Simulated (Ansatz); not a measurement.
Sn(Cl)2(OH)(NH2) (Cl2H3NOSn), SMILES [NH2][Sn]([OH])([Cl])[Cl].

The structure is a stationary point at B3LYP-D3(BJ)/def2-SVP. The structure was generated by enumeration; whether it is a known compound was not checked. The def2 effective core potentials stand for the cores of Sn; spin–orbit coupling is left out. The values are those of a single conformer.

Two levels are set side by side: PBE/def2-SVPD (Ansatz, a first-principles code) and PBE0/def2-SVPD (Ansatz). Energy differences of separate SCF runs at the same geometry; the states with an electron removed or added have multiplicity 2 and 2. Differences are taken from unrounded values.

| quantity | PBE0 |
|---|---|
| vertical ionisation energy (eV) | 10.61 |
| vertical electron affinity (eV) | 0.93 |
| vertical singlet–triplet gap (eV) | 4.40 |

Q: What does PBE give, and how far is it from PBE0? (Estimate from the structure and the level; the computed values follow.)

A: 
| quantity | PBE | PBE minus PBE0 |
|---|---|---|
| vertical ionisation energy (eV) | 10.12 | -0.49 |
| vertical electron affinity (eV) | 1.05 | 0.12 |
| vertical singlet–triplet gap (eV) | 3.90 | -0.50 |
